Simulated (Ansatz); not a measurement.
A nudged elastic band was laid between two geometries of C$_{2}$H$_{7}$BF$_{2}$Ge (13 atoms, charge 0, multiplicity 1).

All numbers below come from Ansatz 0.2.0, RKS PBE0-D4/def2-SVP.

```yaml
movable_images: 9
climbing_image: yes
spring: 5.0 eV/Å²
optimiser: lbfgs
start_path: IDPP
force_threshold: 0.05 eV/Å
iteration_limit: 24
end_points: relaxed
largest_step: 0.5 Å
```

Initial state:

```xyz
13
Properties=species:S:1:pos:R:3
C -0.866 -0.635 -1.105
C 0.088 0.326 -0.396
Ge 1.220 -0.636 0.919
B -0.597 1.491 0.364
F 0.070 2.575 0.735
F -1.875 1.450 0.713
H -0.331 -1.467 -1.588
H -1.446 -0.121 -1.887
H -1.591 -1.072 -0.402
H 0.829 0.757 -1.092
H 1.885 -1.821 0.193
H 0.339 -1.179 2.062
H 2.296 0.297 1.499
```

Final state:

```xyz
13
Properties=species:S:1:pos:R:3
C -0.865 -0.633 -1.108
C 0.089 0.326 -0.395
Ge 1.217 -0.640 0.922
B -0.595 1.492 0.364
F -1.875 1.459 0.702
F 0.077 2.569 0.743
H -0.330 -1.465 -1.592
H -1.445 -0.116 -1.889
H -1.592 -1.071 -0.406
H 0.832 0.756 -1.089
H 1.883 -1.825 0.196
H 0.332 -1.181 2.063
H 2.293 0.293 1.504
```

(1) What changes between the two ends?

(2) What energy profile does the band end with?

(3) What is the geometry of the highest image?

## Answers

(1) No bond is made or broken. The dihedral Ge3–C2–B4–F5 goes from 74 to -105°. The two ends are copies of one structure, up to a mirror image or an exchange of like atoms.

(2) It converged. The highest image is number 5 of 0 to 10, 13.1 kJ/mol above the ends, which have the same energy within 2 meV. The order of the stationary point at the top wasn't checked.

```json
{"image": "0", "path coordinate (Å)": "0.00", "energy (kJ/mol)": "0.0", "dihedral Ge3–C2–B4–F5 (°)": "74"}
{"image": "1", "path coordinate (Å)": "0.48", "energy (kJ/mol)": "1.4", "dihedral Ge3–C2–B4–F5 (°)": "92"}
{"image": "2", "path coordinate (Å)": "0.96", "energy (kJ/mol)": "4.9", "dihedral Ge3–C2–B4–F5 (°)": "110"}
{"image": "3", "path coordinate (Å)": "1.44", "energy (kJ/mol)": "8.8", "dihedral Ge3–C2–B4–F5 (°)": "128"}
{"image": "4", "path coordinate (Å)": "1.93", "energy (kJ/mol)": "11.9", "dihedral Ge3–C2–B4–F5 (°)": "147"}
{"image": "5", "path coordinate (Å)": "2.41", "energy (kJ/mol)": "13.1", "dihedral Ge3–C2–B4–F5 (°)": "164"}
{"image": "6", "path coordinate (Å)": "2.90", "energy (kJ/mol)": "12.0", "dihedral Ge3–C2–B4–F5 (°)": "-178"}
{"image": "7", "path coordinate (Å)": "3.38", "energy (kJ/mol)": "9.0", "dihedral Ge3–C2–B4–F5 (°)": "-160"}
{"image": "8", "path coordinate (Å)": "3.86", "energy (kJ/mol)": "4.9", "dihedral Ge3–C2–B4–F5 (°)": "-142"}
{"image": "9", "path coordinate (Å)": "4.34", "energy (kJ/mol)": "1.4", "dihedral Ge3–C2–B4–F5 (°)": "-124"}
{"image": "10", "path coordinate (Å)": "4.82", "energy (kJ/mol)": "0.0", "dihedral Ge3–C2–B4–F5 (°)": "-105"}
```

(3) 
```xyz
13
Properties=species:S:1:pos:R:3
C -0.692 -0.407 -1.281
C 0.195 0.337 -0.267
Ge 0.965 -0.906 1.049
B -0.534 1.543 0.411
F -0.850 2.635 -0.266
F -0.872 1.553 1.692
H -0.140 -1.238 -1.751
H -1.038 0.254 -2.091
H -1.584 -0.844 -0.805
H 1.052 0.772 -0.814
H 1.672 -2.042 0.280
H -0.142 -1.518 1.926
H 1.990 -0.173 1.932
```

Run time: 14 min on 2 threads of Arm Neoverse V1 (shared host), peak memory 0.42 GiB.
